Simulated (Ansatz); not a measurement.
Cost and result for the atomization energy of `CS[SiH2]BO` (12 atoms, 11 bonds).

```xyz
12

C     1.798    0.502   -0.696
S     0.365    0.716   -1.791
Si   -1.205    0.537   -0.352
B    -1.075   -1.264    0.582
O    -0.754   -1.388    1.888
H     2.687    0.597   -1.320
H     1.803   -0.484   -0.230
H     1.826    1.277    0.071
H    -2.462    0.698   -1.131
H    -1.112    1.654    0.643
H    -1.233   -2.295   -0.011
H    -0.637   -0.551    2.346
```

Total charge 0; spin multiplicity 1. The geometry is a stationary point of PBE0-D4/def2-TZVP. It is one conformer, not always the lowest. Program: Ansatz. All runs use 4 threads of an Arm Neoverse V1 on a shared host. Times are those of one run each, without the atoms' runs, and a repeat can differ threefold. Electronic energies, without spin–orbit coupling; frozen cores. CCSD(T)/CBS adds CCSD(T) − MP2 in def2-TZVPP to the MP2 limit, and its time is that of the two runs behind it. T1 = 0.013. B3LYP takes the VWN-RPA correlation (the form of Gaussian; ORCA's B3LYP/G).

CCSD(T)/CBS is a level of theory with its own doubt, some kJ/mol a heavy atom from the limit and from the frozen cores, so smaller differences don't rank the functionals.

```csv
level,functions,wall time
PBE-D4/def2-TZVPP (with forces),275,3.2 s
PBE0-D4/def2-TZVPP,275,4.4 s
r2SCAN-D4/def2-TZVPP (with forces),275,6.5 s
B3LYP-D4/def2-TZVPP (with forces),275,7.5 s
B2PLYP/def2-TZVPP,275,8.5 s
ωB97X-V/def2-TZVPP,275,12 s
ωB97M-V/def2-TZVPP (with forces),275,18 s
MP2/def2-QZVPP,521,41 s
CCSD(T)/def2-TZVPP,275,4 min
CCSD(T)/CBS(def2),–,4.7 min
```

Question: What atomization energy does each give, and how far from CCSD(T)/CBS? (An estimate is asked.)

Answer: Ansatz gave: 
| level | atomization (kJ/mol) | difference from CCSD(T)/CBS | per bond |
| --- | --- | --- | --- |
| PBE-D4/def2-TZVPP (with forces) | 4302.3 | 60.5 | 5.5 |
| PBE0-D4/def2-TZVPP | 4243.8 | 2.0 | 0.2 |
| r2SCAN-D4/def2-TZVPP (with forces) | 4264.3 | 22.5 | 2.0 |
| B3LYP-D4/def2-TZVPP (with forces) | 4242.4 | 0.6 | 0.0 |
| B2PLYP/def2-TZVPP | 4191.9 | -49.9 | -4.5 |
| ωB97X-V/def2-TZVPP | 4264.1 | 22.3 | 2.0 |
| ωB97M-V/def2-TZVPP (with forces) | 4262.8 | 21.0 | 1.9 |
| MP2/def2-QZVPP | 4248.1 | 6.3 | 0.6 |
| CCSD(T)/def2-TZVPP | 4130.8 | -111.0 | -10.1 |
| CCSD(T)/CBS(def2) | 4241.8 | 0.0 | 0.0 |

From PBE to PBE0 (25 % exact exchange), in def2-TZVPP and without D4, the atomization energy moves by −54.7 kJ/mol: exact exchange takes away binding that semilocal exchange gives to molecules. In def2-TZVPP, CCSD(T) changes the Hartree–Fock value by +979.9 kJ/mol (the triples alone add +58.0 kJ/mol) and MP2 by +1031.7 kJ/mol; breaking electron pairs costs correlation energy, which Hartree–Fock lacks. The D4 term adds +42.6 kJ/mol with B3LYP and +22.6 kJ/mol with PBE0; it sums over pairs of atoms, weighted by their polarisabilities, and B3LYP, whose exchange is more repulsive, gets the larger term.
